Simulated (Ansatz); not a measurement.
F2H4OSi2 can be A, `F[SiH2]O[SiH2]F`, or B, `O[SiH](F)[SiH2]F`.

Isolated molecules relaxed with PBE0-D4/def2-TZVP in Ansatz; ΔE leaves out vibrations. CCSD(T)/CBS adds triple-zeta CCSD(T) − MP2 to the extrapolated MP2 energy (def2 sets, frozen cores). Functionals use def2-TZVPP. Each species was taken in one conformer, which may not be the lowest.

Question: Which isomer does CCSD(T)/CBS put lower? Give the gap. (An estimate is asked.)

Answer: Computed: A, by 153.2 kJ/mol.

Question: Give E(B) − E(A) in kJ/mol with HF/def2-TZVPP, BLYP-D4, ωB97M-V, CCSD/def2-TZVPP, MP2/def2-TZVPP, CCSD(T)/def2-TZVPP, PBE0-D4. (An estimate is asked.)

Answer: The calculation gave: HF/def2-TZVPP 179.8, BLYP-D4 138.9, ωB97M-V 152.4, CCSD/def2-TZVPP 158.4, MP2/def2-TZVPP 162.4, CCSD(T)/def2-TZVPP 154.7, PBE0-D4 132.7. None reverses the order clearly.

Question: Does the order hold for the free energy at 298.15 K (harmonic terms from PBE0-D4)? (Estimate.)

Answer: The calculation gave: Yes: G(B) − G(A) = +156.2 kJ/mol, for one conformer each. Modes under 60 cm⁻¹, often nearly free rotors, make the harmonic entropy too high.

Largest T1 diagnostic: 0.012.

From r2SCAN to r2SCAN0 (25 % exact exchange), in def2-TZVPP and without D4, E(B) − E(A) moves by +6.1 kJ/mol. Leaving LDA and LC-ωPBE aside and taking each functional with its dispersion term where it has one, the values, not all of them listed here, spread over 41.9 kJ/mol, from revPBE-D4 to BHLYP-D4. LDA lies +4.8 kJ/mol from PBE without D4.
